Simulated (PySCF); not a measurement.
H₇NO₂Si₂, SMILES N[Si](O)(O)[SiH3].

Geometry: TPSSh-D3(BJ)/def2-SVP. This is a generated structure with no PubChem entry under its InChIKey; it may be hypothetical. One conformer was computed; it need not be the lowest.

Two levels are set side by side: TDA-PBE/def2-SVPD (PySCF) and TDA-M06-2X/def2-SVPD (PySCF). Vertical, same geometry. The lowest singlet is HOMO→LUMO 99 % with PBE and HOMO→LUMO 77 %, HOMO→LUMO+1 14 % with the other functional; states are paired by order. Differences are taken from unrounded values.

| quantity | TDA-M06-2X |
|---|---|
| lowest singlet excitation (eV) | 6.56 |
| lowest triplet excitation (TDA) (eV) | 6.20 |
| first bright state (f over 0.05) (eV) | 6.56 |
| its oscillator strength | 0.13 |

Problem. What does TDA-PBE give, and how far is it from TDA-M06-2X? (The exact figures need the calculation; the answer reports its results.)

Solution. 
| quantity | TDA-PBE | TDA-PBE minus TDA-M06-2X |
|---|---|---|
| lowest singlet excitation (eV) | 5.61 | -0.95 |
| lowest triplet excitation (TDA) (eV) | 5.35 | -0.85 |
| first bright state (f over 0.05) (eV) | 5.61 | -0.95 |
| its oscillator strength | 0.11 | -0.02 |

Functionals without exact exchange tend to place singlet excitations lower, as here. Differences between two approximate levels are no errors against the true value.

Rough cost on one machine, each run with all the roots and properties that it gave: TDA-M06-2X against TDA-PBE about 9 times.
